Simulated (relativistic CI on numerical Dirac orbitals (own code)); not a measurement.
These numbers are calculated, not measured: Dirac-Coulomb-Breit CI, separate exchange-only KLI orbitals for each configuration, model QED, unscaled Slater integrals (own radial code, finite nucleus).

Configuration list (outside the closed core [Ne]): 3s²3p⁶3d¹⁰, 3s²3p⁶3d⁹4s, 3s²3p⁶3d⁹4p, 3s²3p⁶3d⁹4d, 3s²3p⁵3d¹⁰4s, 3s²3p⁶3d⁹4f, 3s²3p⁵3d¹⁰4p, 3s²3p⁶3d⁸4s², 3s²3p⁵3d¹⁰4d, 3s²3p⁶3d⁸4s4p, 3s3p⁶3d¹⁰4s, 3s²3p⁶3d⁹5s, 3s²3p⁶3d⁸4p², 3s²3p⁶3d⁸4s4d, 3s²3p⁶3d⁹5p, 3s²3p⁵3d¹⁰4f, 3s3p⁶3d¹⁰4p, 3s²3p⁶3d⁹5d, 3s²3p⁶3d⁸4p4d, 3s²3p⁵3d⁹4s², 3s²3p⁶3d⁹5f, 3s²3p⁶3d⁹5g, 3s²3p⁵3d⁹4s4p, 3s3p⁶3d¹⁰4d, 3s²3p⁶3d⁸4d², 3s²3p⁵3d⁹4p², 3s²3p⁵3d⁹4s4d, 3s²3p⁶3d⁹6s, 3s3p⁶3d¹⁰4f, 3s3p⁶3d⁹4s², 3s²3p⁵3d¹⁰5s, 3s²3p⁶3d⁹6p, 3s²3p⁶3d⁹6d, 3s²3p⁵3d⁹4p4d, 3s²3p⁴3d¹⁰4s², 3s²3p⁵3d¹⁰5p. Levels of other configurations are missing.

At this charge energies of transitions that change n are usually good to better than 1 %, and those within a shell (Δn = 0) to a few per cent.

Outline of the computed level scheme of Er XLI. Lowest level of each configuration: 3s²3p⁶3d¹⁰ ¹S0 at 0.00 eV; 3s²3p⁶3d⁹4s ³D3 at 1232.46 eV; 3s²3p⁶3d⁹4p ³P°2 at 1315.00 eV; 3s²3p⁶3d⁹4d ³S1 at 1505.59 eV; 3s²3p⁵3d¹⁰4s ³P°2 at 1619.54 eV; 3s²3p⁶3d⁹4f ³P°0 at 1654.00 eV.

Some strong electric-dipole decays among the lowest 45 levels: 3s²3p⁵3d¹⁰4s ¹P°1 → 3s²3p⁶3d¹⁰ ¹S0 (1.5e+13 s⁻¹); 3s²3p⁶3d⁹4p ¹P°1 → 3s²3p⁶3d¹⁰ ¹S0 (8.2e+12 s⁻¹); 3s²3p⁶3d⁹4p ³D°1 → 3s²3p⁶3d¹⁰ ¹S0 (3.7e+12 s⁻¹); 3s²3p⁵3d¹⁰4s ¹P°1 → 3s²3p⁶3d⁹4s ¹D2 (1.5e+12 s⁻¹); 3s²3p⁵3d¹⁰4s ³P°2 → 3s²3p⁶3d⁹4s ³D3 (1.4e+12 s⁻¹); 3s²3p⁶3d⁹4p ³D°1 → 3s²3p⁶3d¹⁰ ¹S0 (9.7e+11 s⁻¹); 3s²3p⁶3d⁹4d ³G4 → 3s²3p⁶3d⁹4p ³F°3 (4.8e+11 s⁻¹); 3s²3p⁶3d⁹4d ³G3 → 3s²3p⁶3d⁹4p ³F°2 (4.8e+11 s⁻¹).

LS names give the leading component of a level, which can be under half, so a name can repeat, a term be missing and a line seem to break the LS rules.
